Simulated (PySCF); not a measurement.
A calculated (PBE0, PySCF 2.14, x2c-TZVPPall, scalar relativity by spin-free X2C-1e) atom or ion has these occupied shells.

```json
{"shell": "1s α", "electrons": "1", "orbital energy (eV)": "-2443.3", "rms radius, mean of both spins (bohr)": "0.112"}
{"shell": "1s β", "electrons": "1", "orbital energy (eV)": "-2442.8", "rms radius, mean of both spins (bohr)": "0.112"}
{"shell": "2s α", "electrons": "1", "orbital energy (eV)": "-232.21", "rms radius, mean of both spins (bohr)": "0.520"}
{"shell": "2s β", "electrons": "1", "orbital energy (eV)": "-231.68", "rms radius, mean of both spins (bohr)": "0.520"}
{"shell": "2p α", "electrons": "3", "orbital energy (eV)": "-174.84", "rms radius, mean of both spins (bohr)": "0.494"}
{"shell": "2p β", "electrons": "3", "orbital energy (eV)": "-173.99", "rms radius, mean of both spins (bohr)": "0.494"}
{"shell": "3s α", "electrons": "1", "orbital energy (eV)": "-31.467", "rms radius, mean of both spins (bohr)": "1.77"}
{"shell": "3s β", "electrons": "1", "orbital energy (eV)": "-26.752", "rms radius, mean of both spins (bohr)": "1.77"}
{"shell": "3p α", "electrons": "3", "orbital energy (eV)": "-19.492", "rms radius, mean of both spins (bohr)": "2.03"}
```

Problem. Name the element and its charge.

Solution. S⁺ (sulfur, charge +1), in [Ne] 3s2 3p3, high-spin 4S determinant.
